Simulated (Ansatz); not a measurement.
Relaxation of AlH₃O₃ (7 atoms, charge 0, multiplicity 1), to a largest force component of 0.02 eV/Å in at most 40 steps.

The calculation used Ansatz, RKS r2SCAN-D4/def2-SVP.

```xyz
7
Properties=species:S:1:pos:R:3
Al 0.000 0.000 0.000
O 0.000 0.000 1.780
H -0.909 -0.281 2.117
O 1.542 0.000 -0.890
H 1.841 -0.952 -1.045
O -1.542 0.000 -0.890
H -2.051 -0.847 -0.681
```

Problem. Where does it end, and by what steps?

Solution. The run converged. After 8 steps the energy has fallen by 0.689 eV; H5 moved furthest, 0.66 Å.

```tsv
step	energy less start (eV)	largest force component (eV/Å)	accepted
0	0.0000	1.931	yes
1	-0.2280	2.134	yes
2	-0.3363	2.331	yes
3	-0.5188	1.219	yes
4	-0.5838	0.594	yes
5	-0.6521	0.312	yes
6	-0.6818	0.343	yes
7	-0.6873	0.184	yes
8	-0.6886	0.006	yes
```

```xyz
7
Properties=species:S:1:pos:R:3
Al 0.017 -0.288 0.090
O -0.099 -0.074 1.767
H -0.888 -0.003 2.306
O 1.590 -0.329 -0.538
H 1.775 -0.450 -1.472
O -1.288 -0.463 -0.984
H -2.225 -0.472 -0.779
```

Run time: 17 s on 1 thread of Intel(R) Xeon(R) 6975P-C (Granite Rapids), with other jobs on the host, peak memory 0.17 GiB.
